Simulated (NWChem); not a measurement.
Species: HfI3 cation; SMILES [Hf+]([I])([I])[I]

Program: NWChem. The geometry was optimised at PBE0/def2-SVP. Not confirmed as a minimum by frequencies. This spin state was assumed; another may lie lower. def2 effective core potentials on I, Hf; no spin-orbit coupling.

For level B3PW91/def2-SVP:

```yaml
highest occupied level (eV): -12.22
orbital gap (eV): 3.36
```

Problem. Estimate the same quantities for level LRC-wPBEh/def2-SVP.

Solution. The highest occupied level (eV) is -14.12 and the orbital gap (eV) comes out as 7.00.
